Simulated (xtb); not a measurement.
ClGa (SMILES [Cl][Ga]), singlet, from a rough starting geometry (GFN-xTB shapes and energies of metal compounds can be far from the true ones); GFN2-xTB in xtb.

Here is a job for xtb.
```
$ xtb mol.xyz --gfn 2 --opt vtight --json

# file mol.xyz
2

Ga    -0.61815405    -0.58546965    -0.60405372
Cl     0.67249847     0.55605614     0.63410617
```

Write the output that xtb gives for this input, abridged.


```
   ID    Z sym.   atoms
    1   31 Ga     1
    2   17 Cl     2

           -------------------------------------------------
          |                Calculation Setup                |
           -------------------------------------------------

           -------------------------------------------------
          |                 G F N 2 - x T B                 |
           -------------------------------------------------

          ...................................................
          :                      SETUP                      :
          :.................................................:
          :  # basis functions                  20          :
          :  # atomic orbitals                  18          :
          :  # shells                            6          :
          :  # electrons                        10          :
          :  max. iterations                   250          :
          :  Hamiltonian                  GFN2-xTB          :
          :  restarted?                      false          :
          :  GBSA solvation                  false          :
          :  PC potential                    false          :
          :  electronic temp.          300.0000000     K    :
          :  accuracy                    1.0000000          :
          :  -> integral cutoff          0.2500000E+02      :
          :  -> integral neglect         0.1000000E-07      :
          :  -> SCF convergence          0.1000000E-05 Eh   :
          :  -> wf. convergence          0.1000000E-03 e    :
          :  Broyden damping             0.4000000          :
          :  net charge                          0          :
          :  unpaired electrons                  0          :
          ...................................................

 iter      E             dE          RMSdq      gap      omega  full diag
   1     -5.8341005 -0.583410E+01  0.165E+01    6.05       0.0  T
   2     -5.8357110 -0.161053E-02  0.115E+01    5.80       1.0  T
   3     -5.8352279  0.483102E-03  0.193E+00    5.10       1.0  T
   4     -5.8361999 -0.971986E-03  0.285E+00    5.61       1.0  T
   5     -5.8363768 -0.176882E-03  0.504E-01    5.43       1.0  T
   6     -5.8363884 -0.116089E-04  0.133E-01    5.46       1.0  T
   7     -5.8363879  0.481203E-06  0.198E-01    5.49       1.0  T
   8     -5.8363899 -0.202489E-05  0.753E-02    5.48       1.0  T
   9     -5.8363903 -0.329030E-06  0.757E-03    5.47       9.3  T
[...]
         :: total energy              -5.833303879733 Eh    ::
 * total energy  :    -5.8333039 Eh     change       -0.6217249E-14 Eh
 * total energy  :    -5.8336809 Eh     change       -0.3770513E-03 Eh
 * total energy  :    -5.8336866 Eh     change       -0.5648498E-05 Eh
 * total energy  :    -5.8336874 Eh     change       -0.8266600E-06 Eh
 * total energy  :    -5.8336874 Eh     change       -0.1398934E-09 Eh
   *** GEOMETRY OPTIMIZATION CONVERGED AFTER 5 ITERATIONS ***
         :: total energy              -5.833687406307 Eh    ::
[...]
        11                          0.0420406               1.1440
        12                          0.0420406               1.1440
        13                          0.0611776               1.6647
        14                          0.0611776               1.6647
        15                          0.0661971               1.8013
        16                          0.0772304               2.1015
       ...                                ...                  ...
        18                          0.8749825              23.8095
      -------------------------------------------------------------
                  HL-Gap            0.1983097 Eh            5.3963 eV
             Fermi-level           -0.2872341 Eh           -7.8160 eV

     #   Z          covCN         q      C6AA      α(0)
     1  31 Ga       0.789     0.307   322.225    45.918
     2  17 Cl       0.789    -0.307   108.862    15.961

 Mol. C6AA /au·bohr⁶  :        766.147567
 Mol. C8AA /au·bohr⁸  :      63713.374094
 Mol. α(0) /au        :         61.878884

Wiberg/Mayer (AO) data.
largest (>0.10) Wiberg bond orders for each atom

 ---------------------------------------------------------------------------
     #   Z sym  total        # sym  WBO       # sym  WBO       # sym  WBO
 ---------------------------------------------------------------------------
     1  31 Ga   1.254 --     2 Cl   1.254
     2  17 Cl   1.254 --     1 Ga   1.254
 ---------------------------------------------------------------------------

Topologies differ in total number of bonds
Writing topology from bond orders to xtbtopo.mol

molecular dipole:
                 x           y           z       tot (Debye)
 q only:       -0.766      -0.678      -0.735
   full:       -0.876      -0.775      -0.840       3.661
molecular quadrupole (traceless):
                xx          xy          yy          xz          yz          zz
 q only:       -0.077      -0.020       0.098      -0.089       0.002      -0.021
  q+dip:       -0.060       0.219       0.079       0.161       0.234      -0.019
   full:       -0.235      -1.340       0.288      -1.530      -1.261      -0.053

optimized geometry written to: xtbopt.xyz

           -------------------------------------------------
          | TOTAL ENERGY               -5.833687406307 Eh   |
          | GRADIENT NORM               0.000000206820 Eh/α |
          | HOMO-LUMO GAP               5.396282347092 eV   |
           -------------------------------------------------
```
